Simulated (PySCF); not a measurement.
C3H8N, SMILES CCN[CH2], multiplicity 2.

Geometry optimised at B3LYP-D3(BJ)/def2-SVP. The isomer is the one that the SMILES or the coordinates give; other isomers of the formula were not compared. The values are those of a single conformer.

All values below come from PBE/def2-TZVP in PySCF.

Isolated molecule, no solvent.

Computed frontier levels, dipole moment and polarisability:
```
Property                                                                                                        Result
---------------------------------------------------------------------------------------------  -----------------------
α spin, highest occupied and lowest empty level                                                      -2.91 and 0.33 eV
β spin, highest occupied and lowest empty level                                                     -6.47 and -1.37 eV
dipole moment                                                                                                   1.37 D
quadrupole, principal values (traceless, Buckingham form, about the centre of nuclear charge)   -4.42, -0.48, 4.90 D·Å
mean static polarisability                                                                        51.0 bohr³ (7.56 Å³)
polarisability, principal values                                                                42.5, 46.0, 64.5 bohr³
⟨S²⟩                                                                                           0.753 (pure state 0.75)
```
